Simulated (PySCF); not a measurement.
# Molecular orbitals of NaBi⁻

CAM-B3LYP at R = 3.218 Å; basis Na def2-SVPD, Bi def2-SVPD with ECP60; scalar-relativistic core potentials; PySCF 2.14. State: ⁴Σ⁻ (quartet), unpaired electrons σ ↑, π ↑↑. Only the outer orbitals are listed, counted within each symmetry, core potentials removing the inner ones.

| spin | orbital | occ. | ε (eV) | on Na (%) | main shells (%) |
| --- | --- | --- | --- | --- | --- |
| α | 7σ | 1 | -12.82 | 1 | 99 Bi s |
| α | 4π | 1 | -2.42 | 3 | 97 Bi p |
| α | 4π | 1 | -2.42 | 3 | 97 Bi p |
| α | 8σ | 1 | -2.20 | 23 | 78 Bi p, 20 Na s |
| α | 9σ | 1 | -0.08 | 86 | 53 Na s, 32 Na p, 8 Bi p |
| α | 5π | 0 | 3.27 | 99 | 99 Na p |
| α | 5π | 0 | 3.27 | 99 | 99 Na p |
| β | 7σ | 1 | -11.10 | 1 | 99 Bi s |
| β | 8σ | 1 | -1.48 | 33 | 68 Bi p, 26 Na s |
| β | 4π | 0 | 2.48 | 39 | 61 Bi p, 39 Na p |
| β | 4π | 0 | 2.48 | 39 | 61 Bi p, 39 Na p |
| β | 9σ | 0 | 2.84 | 85 | 56 Na s, 29 Na p |

Q: Which are the highest filled and the lowest empty level, where do they sit, and how wide is the gap?

A: Highest filled α 9σ at -0.08 eV (in %: 53 Na s, 32 Na p, 8 Bi p); lowest empty β 4π at 2.48 eV (in %: 61 Bi p, 39 Na p); the gap at CAM-B3LYP is 2.56 eV. An empty level above zero is unbound, and its energy depends on the basis.

The bond order (Mayer) is 0.89, the ⟨S²⟩ is 3.759 and the charge on Na (Mulliken, basis-dependent) is -0.50. The charge on Na (Löwdin, basis-dependent) is -0.59 and the dipole moment (positive dipole points towards Bi; it is taken about the centre of mass and depends on that origin) is 8.75 D. The polarisability along the bond is 389.9 bohr³ and the polarisability across the bond is 281.0 bohr³.

These are scalar-relativistic numbers at best; spin–orbit coupling would shift them, the dissociation energy most. The state is the lowest determinant that a PBE0 search found; another state may lie lower at other levels.
